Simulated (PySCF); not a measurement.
2,5-dihydro-1H-silole (C4H8Si), SMILES [SiH2]1CC=CC1.

The structure is a stationary point at PBE0-D3(BJ)/def2-SVP. Other conformers were not sampled.

Two levels are set side by side: TDA-PBE/def2-SVPD (PySCF) and TDA-M06-2X/def2-SVPD (PySCF). Vertical, same geometry. The lowest singlet is HOMO→LUMO+1 100 % with PBE and HOMO→LUMO 90 % with the other functional; states are paired by order. Differences are taken from unrounded values.

```
quantity                               TDA-PBE
-------------------------------------  -------
lowest singlet excitation (eV)            5.86
lowest triplet excitation (TDA) (eV)      4.36
first bright state (f over 0.05) (eV)     6.82
its oscillator strength                   0.09
```

Problem. These are the TDA-PBE values. What does TDA-M06-2X give? (The exact figures need the calculation; the answer reports its results.)

Solution. 
| quantity | TDA-M06-2X | TDA-PBE minus TDA-M06-2X |
|---|---|---|
| lowest singlet excitation (eV) | 6.61 | -0.75 |
| lowest triplet excitation (TDA) (eV) | 4.67 | -0.31 |
| first bright state (f over 0.05) (eV) | 7.43 | -0.61 |
| its oscillator strength | 0.17 | -0.08 |

Functionals without exact exchange tend to place singlet excitations lower, as here. Differences between two approximate levels are no errors against the true value.

Rough cost on one machine, each run with all the roots and properties that it gave: TDA-M06-2X against TDA-PBE about 10 times.
